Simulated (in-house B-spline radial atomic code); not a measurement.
Values are calculated unless marked as measured or tabulated.
Correlation energy from the adiabatic connection: ω²r²/2 − Z/r, ω = 0.913, Z = 2

Two electrons in a singlet, external potential ω²r²/2 − Z/r, ω = 0.913, Z = 2 (atomic units). Full CI in B-splines (partial waves to l = 8, correlation up to 0.6 % small) with the density held fixed gives W(λ) = <V_ee>_λ − U, and E_c is the integral of W(λ) − W(0) from 0 to 1.

| λ | W(λ) − W(0) (hartree) |
| --- | --- |
| 0 | 0.00000 |
| 0.02 | -0.00184 |
| 0.05 | -0.00457 |
| 0.12 | -0.01083 |
| 0.25 | -0.02204 |
| 0.4 | -0.03436 |
| 0.6 | -0.04982 |
| 0.8 | -0.06428 |
| 1 | -0.07782 |

Problem. Integrate the table by the trapezoid rule.

Solution. The strips give -0.00002, -0.00010, -0.00054, -0.00214, -0.00423, -0.00842, -0.01141, -0.01421, which sum to -0.04106 hartree. The direct value, W(1) − W(0) + T_c with T_c = 0.03671, is -0.04112; the curve is convex, so chords lie above it and the trapezoids fall short in size by 0.15 %.

Problem. Now use only three numbers: W(0) = -1.2511, the initial slope W'(0) = -0.09223 (extrapolated from the first points) and the strong-coupling limit of the point-charge-plus-continuum model, W∞ = -1.759. What do second-order theory and the interpolation W(λ) = W∞ + (W(0) − W∞)/√(1 + 2χλ) of Seidl, Perdew and Levy give?

Solution. Second order keeps the slope alone: E_c = W'(0)/2 = -0.04612, +12 % in size against -0.04112. Matching the slope fixes χ = W'(0)/(W∞ − W(0)) = -0.09223/(-0.50790) = 0.18159. Integrating, with s = √(1 + 2χ) = 1.167554, E_c = −(W(0) − W∞)(s − 1)/(s + 1) = −0.50790 × 0.167554/2.167554 = -0.03926 hartree, -4.5 % in size against the full result. At λ = 1 the formula gives W − W(0) = -0.07289 against -0.07782. Part of the miss can come from the model's W∞.
